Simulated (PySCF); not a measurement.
**Correlation energy of Dy²⁷⁺ (dysprosium, charge +27)**

Starting occupation: [Kr] 4d3, 4d3/2 with m_j = -1/2, +1/2, +3/2. All numbers are calculated (PySCF 2.14, X2C-1e with screened-nucleus spin-orbit coupling, Gaussian nucleus, in an uncontracted even-tempered set (17 s from 2.3 bohr⁻², ratio 2.8; 14 p from 2.9 bohr⁻², ratio 2.8; 9 d from 2.9 bohr⁻², ratio 2.8; 3 f from 11 bohr⁻², ratio 3)). Frozen: [Ar] 3d10; 11 electrons correlated; the 92 highest virtual spinors left out.

MP2 pair energies summed by pair of shells (mhartree):

```tsv
pair	energy	share (%)
4p-4p	-135.12	40.3
4d-4p	-117.07	35.0
4p-4s	-32.89	9.8
4d-4d	-27.94	8.3
4d-4s	-14.25	4.3
4s-4s	-7.62	2.3
```

Total MP2 correlation energy: -334.89 mhartree.

The GHF reference relaxed away from the jj start to a determinant that is no pure jj level (⟨S²⟩ = 2.37, ⟨J²⟩ = 3.94); the energies belong to that determinant.

At this charge the one-electron X2C treatment keeps the bare 1/r₁₂, with no two-electron picture change or Breit term. The effect here is smaller than on the frozen 1s shell.
